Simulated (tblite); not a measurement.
Parent: `[F:1]/[CH:2]=[CH:3]\[CH2:4][SiH2:5][F:6]` with C2–C3–C4–Si5 -99°, C3–C4–Si5–F6 -60°, C3H6F2Si.

Computed geometry: GFN2-xTB, gas phase. One conformer each, not checked by frequencies here.

```csv
coordinate of the parent,value
F1–C2,1.351 Å
C2=C3,1.321 Å
C3–C4,1.488 Å
C4–Si5,1.908 Å
Si5–F6,1.613 Å
F1–C2–C3,121.8°
C2–C3–C4,124.6°
C3–C4–Si5,110.8°
C4–Si5–F6,106.3°
```

Question: How does the shared frame change in `[CH3:1][N:2]([CH3:3])[Si@@H:4]([F:5])[CH2:6]/[CH:7]=[CH:8]\[F:9]` with C1–N2–Si4–F5 -164°, N2–Si4–C6–C7 -50°, Si4–C6–C7–C8 109°, C5H11F2NSi? Atoms pair as F1 = F9, C2 = C8, C3 = C7, C4 = C6, Si5 = Si4, F6 = F5 (parent first).

Answer: 
| parent | relative | value in the relative | change |
| --- | --- | --- | --- |
| F1–C2 | F9–C8 | 1.354 Å | +0.003 |
| C2=C3 | C8=C7 | 1.320 Å | -0.001 |
| C3–C4 | C7–C6 | 1.486 Å | -0.002 |
| C4–Si5 | C6–Si4 | 1.906 Å | -0.002 |
| Si5–F6 | Si4–F5 | 1.617 Å | +0.004 |
| F1–C2–C3 | F9–C8–C7 | 122.1° | +0.3 |
| C2–C3–C4 | C8–C7–C6 | 125.3° | +0.7 |
| C3–C4–Si5 | C7–C6–Si4 | 111.3° | +0.5 |
| C4–Si5–F6 | C6–Si4–F5 | 107.4° | +1.1 |

Of the parent's bonds, F1–C2 and Si5–F6 change most and about equally (+0.003 to +0.004 Å). Bonds of the relative outside the shared frame: C1–N2 1.446, N2–C3 1.446, N2–Si4 1.710 Å. Point group C1 → C1.

Question: How does the shared frame change in `[F:1]/[CH:2]=[CH:3]\[CH2:4][Si@@H:5]([F:6])[C:7]([F:8])([F:9])[F:10]` with C2–C3–C4–Si5 15°, C3–C4–Si5–F6 63°, C4H5F5Si? Atoms pair as F1 = F1, C2 = C2, C3 = C3, C4 = C4, Si5 = Si5, F6 = F6 (parent first).

Answer: 
```json
{"parent": "F1–C2", "relative": "F1–C2", "value in the relative": "1.349 Å", "change": "-0.002"}
{"parent": "C2=C3", "relative": "C2=C3", "value in the relative": "1.318 Å", "change": "-0.003"}
{"parent": "C3–C4", "relative": "C3–C4", "value in the relative": "1.495 Å", "change": "+0.007"}
{"parent": "C4–Si5", "relative": "C4–Si5", "value in the relative": "1.898 Å", "change": "-0.010"}
{"parent": "Si5–F6", "relative": "Si5–F6", "value in the relative": "1.605 Å", "change": "-0.008"}
{"parent": "F1–C2–C3", "relative": "F1–C2–C3", "value in the relative": "121.9°", "change": "+0.1"}
{"parent": "C2–C3–C4", "relative": "C2–C3–C4", "value in the relative": "126.2°", "change": "+1.6"}
{"parent": "C3–C4–Si5", "relative": "C3–C4–Si5", "value in the relative": "116.4°", "change": "+5.6"}
{"parent": "C4–Si5–F6", "relative": "C4–Si5–F6", "value in the relative": "109.4°", "change": "+3.1"}
```

Of the parent's bonds, C4–Si5 changes most (-0.010 Å). Bonds of the relative outside the shared frame: Si5–C7 1.952, C7–F8 1.349, C7–F9 1.344, C7–F10 1.353 Å. Point group C1 → C1.

Question: How does the shared frame change in `[CH3:1][O:2][CH2:3][Si@H:4]([F:5])[CH2:6]/[CH:7]=[CH:8]\[F:9]` with C1–O2–C3–Si4 180°, O2–C3–Si4–F5 179°, C3–Si4–C6–C7 170°, Si4–C6–C7–C8 101°, C5H10F2OSi? Atoms pair as F1 = F9, C2 = C8, C3 = C7, C4 = C6, Si5 = Si4, F6 = F5 (parent first).

Answer: 
```csv
parent,relative,value in the relative,change
F1–C2,F9–C8,1.350 Å,-0.001
C2=C3,C8=C7,1.320 Å,-0.001
C3–C4,C7–C6,1.489 Å,+0.001
C4–Si5,C6–Si4,1.907 Å,-0.001
Si5–F6,Si4–F5,1.626 Å,+0.013
F1–C2–C3,F9–C8–C7,121.9°,+0.1
C2–C3–C4,C8–C7–C6,124.7°,+0.1
C3–C4–Si5,C7–C6–Si4,111.2°,+0.4
C4–Si5–F6,C6–Si4–F5,106.9°,+0.6
```

Of the parent's bonds, Si5–F6 changes most (+0.013 Å). Bonds of the relative outside the shared frame: C1–O2 1.404, O2–C3 1.415, C3–Si4 1.903 Å. Point group C1 → C1.

Question: How does the shared frame change in `[O:1]=[C:2]([OH:3])[Si@H:4]([F:5])[CH2:6]/[CH:7]=[CH:8]\[F:9]` with O1–C2–O3–H -1°, O1–C2–Si4–F5 98°, C2–Si4–C6–C7 167°, Si4–C6–C7–C8 94°, C4H6F2O2Si? Atoms pair as F1 = F9, C2 = C8, C3 = C7, C4 = C6, Si5 = Si4, F6 = F5 (parent first).

Answer: 
| parent | relative | value in the relative | change |
| --- | --- | --- | --- |
| F1–C2 | F9–C8 | 1.350 Å | -0.001 |
| C2=C3 | C8=C7 | 1.320 Å | -0.001 |
| C3–C4 | C7–C6 | 1.491 Å | +0.003 |
| C4–Si5 | C6–Si4 | 1.902 Å | -0.006 |
| Si5–F6 | Si4–F5 | 1.618 Å | +0.005 |
| F1–C2–C3 | F9–C8–C7 | 121.7° | -0.1 |
| C2–C3–C4 | C8–C7–C6 | 124.2° | -0.4 |
| C3–C4–Si5 | C7–C6–Si4 | 111.0° | +0.2 |
| C4–Si5–F6 | C6–Si4–F5 | 107.3° | +1.0 |

Of the parent's bonds, C4–Si5 and Si5–F6 change most and about equally (-0.006 to +0.005 Å). Bonds of the relative outside the shared frame: O1=C2 1.204, C2–O3 1.336, C2–Si4 1.924 Å. Point group C1 → C1.

Question: How does the shared frame change in `[F:1]/[CH:2]=[CH:3]\[CH2:4][Si@@H:5]([F:6])[CH:7]([F:8])[F:9]` with C2–C3–C4–Si5 90°, C3–C4–Si5–F6 54°, C4–Si5–C7–F8 108°, C4H6F4Si? Atoms pair as F1 = F1, C2 = C2, C3 = C3, C4 = C4, Si5 = Si5, F6 = F6 (parent first).

Answer: 
```tsv
parent	relative	value in the relative	change
F1–C2	F1–C2	1.348 Å	-0.003
C2=C3	C2=C3	1.320 Å	-0.001
C3–C4	C3–C4	1.494 Å	+0.006
C4–Si5	C4–Si5	1.900 Å	-0.008
Si5–F6	Si5–F6	1.618 Å	+0.005
F1–C2–C3	F1–C2–C3	121.5°	-0.3
C2–C3–C4	C2–C3–C4	124.0°	-0.6
C3–C4–Si5	C3–C4–Si5	110.8°	0.0
C4–Si5–F6	C4–Si5–F6	108.2°	+1.9
```

Of the parent's bonds, C4–Si5 changes most (-0.008 Å). Bonds of the relative outside the shared frame: Si5–C7 1.939, C7–F8 1.361, C7–F9 1.364 Å. Point group C1 → C1.
